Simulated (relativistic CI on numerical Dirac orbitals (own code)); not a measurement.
**How well does a small relativistic CI reproduce Nd³⁺?**

Method of calculation: Dirac-Coulomb-Breit CI, separate exchange-only KLI orbitals for each configuration, model QED, valence Slater integrals scaled by 0.85, P86 correlation energy added to each configuration (own radial code, finite nucleus).

Configuration list (outside the closed core [Kr] 4d10 5s2): 4f3 5p6, 4f2 5p6 5d, 4f2 5p6 6s, 4f3 5p5 5d, 4f2 5p6 6p, 4f4 5p5, 4f2 5p6 6d, 4f2 5p6 7s, 4f2 5p6 5f, 4f2 5p6 7p, 4f3 5p5 6s, 4f2 5p6 6f, 4f2 5p6 7d, 4f 5p6 5d 5f, 4f2 5p6 8s, 4f2 5p6 5g, 4f2 5p6 8p, 4f 5p6 5d 6p, 4f 5p6 5g 6p, 4f 5p6 6s 6p, 4f 5p6 5f 5g, 4f 5p6 5d2, 5p6 5d3, 5p6 5d2 6s, 4f 5p5 5d3, 5p6 5d2 6p, 5p6 5d2 6d, 4f 5p6 5d 6s, 5p6 5d 6s2, 4f 5p5 5d2 6s, 5p6 5d 6s 6p, 5p6 5d 6s 6d, 4f 5p6 6s2, 4f 5p5 5d 6s2, 5p6 6s2 6p, 5p6 6s2 6d. Double excitations out of closed p, d and f shells are left out; levels of such configurations are missing from the list, as are those of other unlisted configurations, and high levels can miss mixing partners.

```csv
Configuration,Term (tabulated),J,Measured (cm⁻¹),Computed,Error,Purity (%)
4f3 5p6,4I°,9/2,0.0,0,0,96
4f3 5p6,4I°,11/2,1897.1,1774,-123,98
4f3 5p6,4I°,13/2,3907.4,3668,-239,99
4f3 5p6,4I°,15/2,5988.5,5641,-347,98
4f3 5p6,4F°,3/2,11698.5,12793,1095,94
4f3 5p6,4F°,5/2,12747.9,13754,1006,97
4f3 5p6,2H°2,9/2,12800.3,12843,43,74
4f3 5p6,4F°,7/2,13719.8,14604,884,89
4f3 5p6,4S°,3/2,13792.5,14785,993,94
4f3 5p6,4F°,9/2,14994.9,15638,644,79
4f3 5p6,2H°2,11/2,16161.5,15884,-277,95
4f3 5p6,2G°2,7/2,17655.1,18012,357,80
4f3 5p6,4G°,5/2,17707.2,19450,1743,98
4f3 5p6,4G° †,7/2,19540.8,20830,1289,89
4f3 5p6,4G° †,9/2,19969.8,22265,2295,78
4f3 5p6,2K°,13/2,20005.2,19917,-88,98
4f3 5p6,2G°2,9/2,21493.4,20580,-913,58
4f3 5p6,2K°,15/2,22043.8,21869,-175,95
4f3 5p6,4G°,11/2,22047.4,23420,1373,95
4f3 5p6,2D°1,5/2,24333.1,24957,624,97
4f3 5p6,4D°,5/2,29190.9,31994,2803,78
4f3 5p6,2I°,11/2,30179.9,31225,1045,88
4f3 5p6,2L°,15/2,31036.0,31927,891,96
4f3 5p6,4D°,7/2,31355.0,34078,2723,97
4f3 5p6,2I°,13/2,31582.8,32397,814,99
4f3 5p6,2L°,17/2,32563.6,33434,871,99
4f3 5p6,2H°1,9/2,33741.2,35496,1755,98
4f3 5p6,2H°1,11/2,35136.6,36701,1564,87
4f3 5p6,2D°2,5/2,35213.9,37625,2411,64
4f3 5p6,2F°2,5/2,39568.4,41893,2325,81
4f3 5p6,2F°2,7/2,41012.7,43436,2423,97
4f3 5p6,2G°1,9/2,49172.4,52545,3372,98
```

Measured levels from measured levels as listed in Arab et al., J. Quant. Spectrosc. Radiat. Transfer 229, 145 (2019) and Gaigalas et al. (2019), from Wyart et al. (2007); pairs were made by configuration, J and term (by order where the table uses no LS term), so strongly mixed levels may be paired wrongly.

Mean error by configuration (cm⁻¹): 4f3 5p6 1021. Over the excited levels the mean absolute error is 1170 cm⁻¹ (31 of the 32 excited levels that our extract of the source holds in range could be paired, and the others can miss by more), and the median relative error of those above 1,000 cm⁻¹ is 5.8 %. † marks terms whose computed intervals miss the measured ones by more than a factor of 2.5, or configurations far off the rest, from wrong mixing, a near crossing or a doubtful label or measurement; they are left out of the means.
